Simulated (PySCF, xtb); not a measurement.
C₃H₉NSi₂, SMILES N#C[C@@H]([SiH3])C[SiH3]. The values are those of a single conformer.

Harmonic wavenumbers (cm⁻¹) from GFN2-xTB (xtb 6.7.1) at its own minimum, in rising order: 60, 111, 113, 127, 160, 218, 241, 447, 503, 507, 513, 549, 576, 729, 745, 764, 772, 773, 779, 787, 792, 797, 975, 1082, 1106, 1133, 1256, 1288, 1477, 2246, 2271, 2276, 2299, 2305, 2312, 2387, 2912, 2958, 2979.

**Question.** What does PBE-D3(BJ)/def2-SVP (PySCF 2.14.0) give at its own minimum? (The exact figures need the calculation; the answer reports its results.)

**Answer.** 58, 115, 123, 130, 158, 220, 227, 444, 485, 504, 524, 597, 631, 698, 762, 801, 870, 886, 905, 906, 908, 913, 930, 1041, 1067, 1131, 1187, 1270, 1373, 2160, 2168, 2172, 2187, 2190, 2196, 2274, 2967, 2981, 3039. Paired by order, the mean absolute difference is 55 cm⁻¹ and the zero-point energies are 63.4 and 63.2 kcal/mol.
